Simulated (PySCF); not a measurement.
A run for PySCF: R-B3LYP/LANL2DZ on GaCl, a point of a bond scan (R = 2.239 Å).

```python
from pyscf import gto, scf, dft, mp
from pyscf.data.elements import chemcore

mol = gto.M(
    atom='''
    Ga   -0.00000000   -0.00000000   -0.79296210
    Cl    0.00000000    0.00000000    1.44598970
    ''',
    basis='lanl2dz',
    ecp={'Cl': 'lanl2dz', 'Ga': 'lanl2dz'},
    charge=0, spin=0, verbose=3, max_memory=1800)
mf = dft.RKS(mol, xc='b3lyp')
mf.conv_tol = 1e-8
mf.max_cycle = 100
mf.kernel()
if not mf.converged:
    mf = mf.newton().run(mf.mo_coeff, mf.mo_occ)
```

Task: Predict the final total energy.

Result: -17.0672 hartree.
